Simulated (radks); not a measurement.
Valence configurations of the ytterbium ion Yb+ (all share [Xe]). Method: scalar-relativistic Kohn-Sham, LDA (Slater exchange, Perdew-Wang correlation), spin-polarised, spherical densities, finite nucleus; open shells are filled with parallel spins first (spin-orbit coupling, left out, can overturn this in heavy ions); Fermi nuclear charge, rms radius 5.3108 fm; computed with a radial shooting solver on a logarithmic mesh with Libxc functionals. Energies are relative to 4f14 6s1; eigenvalues in eV for spin up.

valence,E (eV),moment (Bohr magnetons),e(4f),e(5d),e(6p),e(6s)
4f14 6s1,0.000,1,-10.034,-,-,-9.862
4f13.5 6s1.5,1.179,1,-14.365,-,-,-10.533
4f14 5d1,2.990,1,-8.612,-6.078,-,-
4f13 6s2,3.933,1,-19.135,-,-,-11.179
4f14 6p1,3.944,1,-11.503,-,-6.673,-
4f13 5d1 6s1,5.166,3,-16.914,-8.656,-,-10.810
4f13 5d1.5 6s0.5,6.286,3,-15.955,-8.075,-,-10.404
4f13 6s1 6p1,7.873,3,-20.500,-,-7.728,-12.425
4f13 6p2,12.616,3,-21.894,-,-8.311,-
4f12 6s1 6p2,24.451,5,-32.385,-,-9.273,-14.782

NIST lists [Xe] 4f14 6s1 as the ground configuration; this level of theory agrees among the configurations tried. The energies are those of spherical high-spin densities, not of single terms.
